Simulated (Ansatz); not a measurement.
`[OH][AlH][SiH2]P`, 10 atoms. The species carries charge 0 and has multiplicity 1. All runs use 2 threads of an Arm Neoverse V1 on a shared host. Correlated methods freeze the cores.

(1) Give the basis size and wall time and peak host memory of each of these runs in Ansatz. RHF-CCSD(T)/def2-SVP energy; RKS PBE0-D4/def2-TZVP frequencies; RHF-CCSD(T)/def2-TZVPP energy; RKS ωB97M-V/def2-SVP energy; RHF-MP2/def2-QZVPP energy; RKS PBE0-D4/def2-TZVP relaxation (33 steps); RKS BHLYP-D4/def2-TZVPP energy; RKS PBE0-D4/def2-SVP energy; direct RPA on PBE orbitals/def2-TZVPP energy; RKS PBE0-D4/def2-QZVPP energy; RKS ωB97X-V/def2-TZVPP energy; RKS SPW92 (LDA)/def2-TZVPP energy. (An estimate is asked.)

## Answers

(1) The calculation gave: Other jobs shared the machine, so times are rough.

| level | job | functions | wall time | peak host memory (GiB) |
| --- | --- | --- | --- | --- |
| RKS PBE0-D4/def2-SVP | energy | 98 | 1.8 s | 0.43 |
| RKS SPW92 (LDA)/def2-TZVPP | energy | 241 | 2.1 s | 0.3 |
| RHF-CCSD(T)/def2-SVP | energy | 98 | 3.7 s | 0.43 |
| RKS BHLYP-D4/def2-TZVPP | energy | 241 | 5 s | 0.6 |
| direct RPA on PBE orbitals/def2-TZVPP | energy | 241 | 7.5 s | 0.48 |
| RKS ωB97M-V/def2-SVP | energy | 98 | 9.5 s | 0.43 |
| RKS ωB97X-V/def2-TZVPP | energy | 241 | 14 s | 0.72 |
| RKS PBE0-D4/def2-QZVPP | energy | 447 | 15 s | 1.4 |
| RHF-MP2/def2-QZVPP | energy | 447 | 29 s | 2.3 |
| RKS PBE0-D4/def2-TZVP | relaxation (33 steps) | 178 | 2.6 min | 0.44 |
| RKS PBE0-D4/def2-TZVP | frequencies | 178 | 3.2 min | 0.45 |
| RHF-CCSD(T)/def2-TZVPP | energy | 241 | 7.9 min | 1.8 |
